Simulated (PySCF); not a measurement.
## How methods differ on the ionisation energy of Hg⁶⁵⁺

Hg⁶⁵⁺ [Ne] 3s2 3p3 [3p1/2^2 3p3/2^1, M_J = 3/2] → Hg⁶⁶⁺ [Ne] 3s2 3p2 [3p1/2^2, M_J = 0], as a difference of total energies. Computed with PySCF 2.14 in an even-tempered Gaussian basis (17 s from 22 bohr⁻², ratio 2.4; 14 p from 29 bohr⁻², ratio 2.4; 4 d from 97 bohr⁻², ratio 2.6; 4 f from 150 bohr⁻², ratio 2.6), with the two-component X2C-1e Hamiltonian. Correlated levels: 1s2 frozen; the 46 highest virtual spinors dropped. "Screened" scales the spin-orbit matrix elements by Boettger's factors to mimic the two-electron term; Breit and QED terms are absent.

```csv
method,ionisation energy (eV)
GHF (spin-free),7520.5
GMP2 (spin-free),7521.1
GHF (screened spin-orbit),7350.7
GMP2 (screened spin-orbit),7351.4
```

Breit and QED terms and the two-electron picture change are absent.

The spin-free rows relax to the high-spin LS determinant and lack the spin-orbit shift.

The labels give the starting determinants; with spin-orbit coupling the two ends relaxed to ⟨J²⟩ = 3.75, ⟨L²⟩ = 2.63, ⟨S²⟩ = 1.49 and ⟨J²⟩ = 0.00, ⟨L²⟩ = 1.36, ⟨S²⟩ = 1.36.

For comparison: 7350 ± 30 eV (theoretical estimate listed by NIST; NIST Atomic Spectra Database, ionization energies).
